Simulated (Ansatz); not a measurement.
C3H7AlS (`C/C=C\[S][AlH2]`), relaxed with RKS PBE-D4/def2-SVP in the Gaussian-basis code of Ansatz from a rough embedded geometry. The force threshold is 0.03 eV/Å; the program also tests the step.

Total charge 0; spin multiplicity 1.

Start:

```xyz
12

C     0.216    1.603    0.570
C    -0.391    0.434    1.166
C     0.030   -0.811    0.901
S     1.374   -1.268   -0.103
Al    0.070   -1.523   -1.980
H    -0.211    2.557    0.934
H     0.190    1.577   -0.522
H     1.344    1.635    0.899
H    -1.244    0.619    1.873
H    -0.525   -1.632    1.419
H    -0.295   -0.241   -2.897
H    -0.557   -2.950   -2.260
```

```json
{"step": "1", "energy (eV)": "-20636.4725", "largest force (eV/Å)": "2.345", "largest move (Å)": "0.000"}
{"step": "2", "energy (eV)": "-20636.7498", "largest force (eV/Å)": "1.006", "largest move (Å)": "0.169"}
{"step": "3", "energy (eV)": "-20636.8609", "largest force (eV/Å)": "0.440", "largest move (Å)": "0.193"}
{"step": "4", "energy (eV)": "-20636.9242", "largest force (eV/Å)": "0.553", "largest move (Å)": "0.194"}
{"step": "5", "energy (eV)": "-20636.9629", "largest force (eV/Å)": "0.269", "largest move (Å)": "0.138"}
{"step": "6", "energy (eV)": "-20636.9777", "largest force (eV/Å)": "0.133", "largest move (Å)": "0.135"}
{"step": "7", "energy (eV)": "-20636.9828", "largest force (eV/Å)": "0.084", "largest move (Å)": "0.123"}
{"step": "8", "energy (eV)": "-20636.9837", "largest force (eV/Å)": "0.045", "largest move (Å)": "0.025"}
{"step": "9", "energy (eV)": "-20636.9846", "largest force (eV/Å)": "0.056", "largest move (Å)": "0.034"}
{"step": "10", "energy (eV)": "-20636.9871", "largest force (eV/Å)": "0.122", "largest move (Å)": "0.095"}
{"step": "11 (rejected)", "energy (eV)": "-20636.9724", "largest force (eV/Å)": "0.632", "largest move (Å)": "0.195"}
{"step": "12", "energy (eV)": "-20636.9931", "largest force (eV/Å)": "0.102", "largest move (Å)": "0.098"}
{"step": "13", "energy (eV)": "-20636.9977", "largest force (eV/Å)": "0.194", "largest move (Å)": "0.098"}
{"step": "14 (rejected)", "energy (eV)": "-20636.9972", "largest force (eV/Å)": "0.519", "largest move (Å)": "0.149"}
{"step": "15", "energy (eV)": "-20637.0070", "largest force (eV/Å)": "0.136", "largest move (Å)": "0.075"}
{"step": "16", "energy (eV)": "-20637.0148", "largest force (eV/Å)": "0.102", "largest move (Å)": "0.074"}
{"step": "17", "energy (eV)": "-20637.0237", "largest force (eV/Å)": "0.206", "largest move (Å)": "0.110"}
{"step": "18", "energy (eV)": "-20637.0279", "largest force (eV/Å)": "0.240", "largest move (Å)": "0.169"}
{"step": "19", "energy (eV)": "-20637.0410", "largest force (eV/Å)": "0.265", "largest move (Å)": "0.102"}
{"step": "20", "energy (eV)": "-20637.0475", "largest force (eV/Å)": "0.240", "largest move (Å)": "0.111"}
{"step": "21 (rejected)", "energy (eV)": "-20637.0448", "largest force (eV/Å)": "0.350", "largest move (Å)": "0.030"}
{"step": "22", "energy (eV)": "-20637.0505", "largest force (eV/Å)": "0.015", "largest move (Å)": "0.015"}
```

End:

```xyz
12

C     0.169    1.548    0.360
C    -0.482    0.264    0.765
C     0.107   -0.975    0.840
S     1.724   -1.399    0.189
Al    0.134   -1.229   -1.411
H     0.217    2.217    1.247
H    -0.418    2.087   -0.411
H     1.199    1.382   -0.012
H    -1.517    0.329    1.148
H    -0.475   -1.798    1.293
H     0.164    0.056   -2.354
H    -0.822   -2.480   -1.654
```

It took 31 s on 4 threads of an Arm Neoverse V1 on a shared host, with 0.16 GiB of host memory at the peak.
